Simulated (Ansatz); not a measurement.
Relaxation of ClH7N2O2Ti (13 atoms, charge 0, multiplicity 1), to a largest force component of 0.03 eV/Å in at most 50 steps.

Level of theory: RHF/def2-SVP (Ansatz 0.2.0).

```xyz
13
Properties=species:S:1:pos:R:3
Ti 0.632 0.355 -0.241
N -0.658 -0.088 2.731
H -1.612 0.239 2.759
H -0.465 -0.512 3.623
N 1.834 0.139 -1.614
H 2.214 -0.755 -1.872
H 2.115 0.852 -2.264
Cl -1.219 1.398 -1.013
O 0.282 -1.243 0.339
H -0.120 -1.283 1.210
O 1.350 1.445 1.095
H 2.130 1.975 1.087
H -0.054 0.741 2.650
```

Task: Where does it end, and by what steps?

Result: It converged. The force dipped under the threshold on the way, but the program's further checks kept it going. After 33 steps the energy has fallen by 0.237 eV; H13 moved furthest, 1.54 Å. Parted: Ti1–H10.

```csv
step,energy less start (eV),largest force component (eV/Å),accepted
0,0.0000,1.105,yes
2,-0.1173,0.599,yes
4,-0.1622,0.317,yes
6,-0.1882,0.243,yes
8,-0.2023,0.172,yes
10,-0.2127,0.185,yes
12,-0.2170,0.170,yes
14,-0.2208,0.167,yes
16,-0.2229,0.258,yes
18,-0.2260,0.083,yes
20,-0.2308,0.084,yes
22,-0.2326,0.081,yes
24,-0.2342,0.121,yes
26,-0.2349,0.034,yes
28,-0.2360,0.034,yes
30,-0.2364,0.043,yes
32,-0.2366,0.038,yes
33,-0.2367,0.023,yes
```

```xyz
13
Properties=species:S:1:pos:R:3
Ti 0.781 0.890 -0.576
N -0.854 -0.654 3.276
H -1.847 -0.773 3.159
H -0.507 -1.475 3.744
N 1.877 -0.139 -1.658
H 1.983 -1.132 -1.555
H 2.396 0.195 -2.450
Cl -1.004 1.645 -1.771
O 0.262 -0.149 0.700
H -0.078 -0.346 1.581
O 1.669 2.303 -0.002
H 2.472 2.773 0.145
H -0.719 0.126 3.898
```

Whether the end is a true minimum wasn't checked by a vibrational analysis.

Time of the run: 2 min on 4 threads of Arm Neoverse N1, on a shared host, peak memory 0.41 GiB.
